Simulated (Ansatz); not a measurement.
Isolated molecules relaxed with PBE0-D4/def2-TZVP in Ansatz; ΔE leaves out vibrations. CCSD(T)/CBS is the MP2 limit (def2-TZVPP, def2-QZVPP) plus CCSD(T) − MP2 in def2-TZVPP, frozen cores. This one scheme is used for every species. Functionals use def2-TZVPP. One conformer a species, not always the lowest.

Reaction (substitution at a C–C bond): `FCOCC(F)F` + H–F → `FCOCF` + `FCF`

(1) Is it downhill or uphill in electronic energy at CCSD(T)/CBS, and by how much? (Estimate.)

(2) What do these levels give: r2SCAN-D4, PBE0-D4, ωB97X-V, r2SCAN, MP2/def2-TZVPP, CCSD/def2-TZVPP? (Estimate.)

Largest T1 diagnostic among the species: 0.012.

## Answers

(1) Ansatz gave: Uphill: ΔE = +9.5 kcal/mol.

(2) Computed: r2SCAN-D4 6.7, PBE0-D4 7.5, ωB97X-V 6.6, r2SCAN 6.4, MP2/def2-TZVPP 9.6, CCSD/def2-TZVPP 7.8 kcal/mol.

The D4 term adds +1.7 kcal/mol with B3LYP and +1.0 kcal/mol with PBE0; it sums over pairs of atoms, weighted by their polarisabilities, and B3LYP, whose exchange is more repulsive, gets the larger term. From PBE to PBE0 (25 % exact exchange), in def2-TZVPP and without D4, ΔE moves by +0.9 kcal/mol.

B3LYP here is the variant with VWN-RPA as its local correlation; programs differ in this.
